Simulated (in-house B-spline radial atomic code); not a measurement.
Br²⁺. Computed with a B-spline radial atomic code. Model: non-relativistic spherical atom: semilocal Troullier-Martins pseudo-atom, one channel per l, against all electrons, high spin, G0W0 and RPA with empty states to l = 8, local potential for every l without a channel, a model core (radius 0 = none) keeps its share of the functional.

What the tables leave out is listed at the end.

The pseudopotential gives back the lowest level of each angular momentum of its own functional in the configuration it was made in; a second state of the same l is only approximately right. Exact exchange, RPA and GW see the smooth pseudo-orbitals and miss the exchange with the core, for which the functional's share stands in. The column with an uncorrelated core keeps all orbitals and exact exchange, and so separates missing core correlation from pseudisation. Only the three outermost levels and the lowest empty one were computed. RPA here is direct RPA, with no exchange kernel, and its energies carry an (l + 1/2)⁻⁴ tail. A hybrid on a potential with a model core restores only its own semilocal share of the core's exchange.

Command:
```bash
python run_psgw.py task.json out
```
Settings (lengths in bohr, energies in hartree):
```
Z                      35
electrons              33
configuration          [Ar] 3d10 4s2 4p3
generated_in           [Ar] 3d10 4s2 4p5
functional             lda,vwn
core_shells            5
radius_factor          1.3
core_correction        False
```

Run time, properties included: 36 s on 1 thread of Arm Neoverse N1, with other jobs on the host.

Given: made with LDA VWN5; model core radius 0 bohr; local radius 1.738 bohr; mean-field start LDA VWN5.

Valence shells of the generating configuration: 3d, 4s, 4p.

Channel: s 1.871, p 2.16, d 1.663 (radii in bohr).

Computed: largest level miss in the spin-unpolarised generating configuration 0 eV; valence RPA correlation energy all-electron orbitals -0.91375 hartree; valence RPA correlation energy pseudo -1.0669 hartree; pseudo-atom RPA polarisability 7.0766 bohr³.

| level | occupied | mean-field all-electron (eV) | mean-field pseudo minus all (eV) | G0W0 all-electron (eV) | G0W0 uncorrelated core minus all (eV) | G0W0 pseudo minus all (eV) | exchange self-energy all-electron (eV) | exchange self-energy pseudo (eV) |
| --- | --- | --- | --- | --- | --- | --- | --- | --- |
| 4p up | 1 | -29.435 | 0.018 | -35.236 | -0.056 | -0.615 | -23.103 | -22.23 |
| 4s down | 1 | -39.441 | 0.047 | -44.655 | -0.05 | -0.561 | -20.482 | -18.756 |
| 4p down (empty) | 0 | -26.701 | 0.038 | -21.879 | -0.035 | -0.373 | -6.8466 | -5.9707 |

(1) What is the all-electron RPA polarisability, core included?

Given: mean-field start PBE0.

Computed: valence RPA correlation energy all-electron orbitals -0.87298 hartree; valence RPA correlation energy pseudo -1.0385 hartree; pseudo-atom RPA polarisability 6.3459 bohr³.

| level | occupied | mean-field all-electron (eV) | mean-field pseudo minus all (eV) | G0W0 all-electron (eV) | G0W0 uncorrelated core minus all (eV) | G0W0 pseudo minus all (eV) | exchange self-energy all-electron (eV) | exchange self-energy pseudo (eV) |
| --- | --- | --- | --- | --- | --- | --- | --- | --- |
| 4p up | 1 | -31.054 | -0.169 | -35.379 | -0.05 | -0.603 | -22.946 | -22.424 |
| 4s down | 1 | -40.215 | -0.002 | -44.591 | -0.041 | -0.524 | -20.22 | -18.753 |
| 4p down (empty) | 0 | -24.77 | -0.16 | -21.693 | -0.028 | -0.293 | -6.5074 | -5.8824 |

(2) What is the all-electron RPA polarisability, core included?

Given: mean-field start Hartree-Fock.

Computed: valence RPA correlation energy all-electron orbitals -0.7803 hartree; valence RPA correlation energy pseudo -0.96448 hartree; pseudo-atom RPA polarisability 4.8575 bohr³.

```csv
level,occupied,mean-field all-electron (eV),mean-field pseudo minus all (eV),G0W0 all-electron (eV),G0W0 uncorrelated core minus all (eV),G0W0 pseudo minus all (eV),exchange self-energy all-electron (eV),exchange self-energy pseudo (eV)
4p up,1,-35.151,-1.112,-35.651,-0.039,-0.514,-22.629,-23.236
4s down,1,-42.46,-0.122,-44.469,-0.024,-0.24,-19.558,-18.62
4s up,?,?,?,?,?,?,?,?
4p down (empty),0,-19.477,-0.514,-21.377,-0.014,-0.031,-5.5192,-5.4451
```

(3) What belongs in the row 4s up?

(4) What is the all-electron RPA polarisability, core included?

Answers

(1) 7.373 bohr³.

(2) 6.7224 bohr³.

(3) occupied: 1; mean-field all-electron (eV): -52.062; mean-field pseudo minus all (eV): -0.744; G0W0 all-electron (eV): -49.564; G0W0 uncorrelated core minus all (eV): -0.038; G0W0 pseudo minus all (eV): -0.752; exchange self-energy all-electron (eV): -29.196; exchange self-energy pseudo (eV): -28.974.

(4) 5.4764 bohr³.

Among the listed levels the largest G0W0 shift of the pseudo-atom is -0.75 eV, for 4s up on the Hartree-Fock start, while leaving the core uncorrelated moves that level by -0.04 eV. So pseudisation and the lost core exchange, not the missing core correlation, make the error. Not in the tables (levels of low weight, unsolved or above zero; the highest and the empty levels are kept at any weight): on LDA the G0W0 levels 4s up (pseudo minus all -2.08 eV, weights 0.29 and 0.31); on PBE0 the G0W0 levels 4s up (pseudo minus all -0.19 eV, weights 0.31 and 0.37).
